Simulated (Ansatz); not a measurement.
Basis-set extrapolation for `CC(S)[SiH2]F` (PBE0-D4/def2-TZVP geometry, frozen core, Ansatz 0.2.0). Multiplicity 1, RHF reference.

```json
{"": "HF", "def2-TZVPP": "-865.881290", "def2-QZVPP": "-865.910475"}
{"": "MP2 correlation", "def2-TZVPP": "-0.905128", "def2-QZVPP": "-0.977168"}
{"": "CCSD(T) correlation", "def2-TZVPP": "-0.993912", "def2-QZVPP": "not run"}
```

Energies in hartree. Use E(X) = E(∞) + A·exp(−7.88·√X) for Hartree–Fock and E(X) = E(∞) + B·X^(−2.97) for correlation, with X = 3 and 4, and add CCSD(T) minus MP2 of the smaller set to the MP2 limit.

**Question.** What is the CCSD(T) energy at the basis-set limit?

**Answer.** HF limit: -865.910475 + (-0.029185) × 0.13774 = -865.91449. MP2 limit: -0.977168 + (-0.072040) × 0.74074 = -1.03053. Higher-order term: -0.993912 − (-0.905128) = -0.08878. Total: -867.03380 hartree, 416.4 kJ/mol below CCSD(T)/def2-TZVPP.
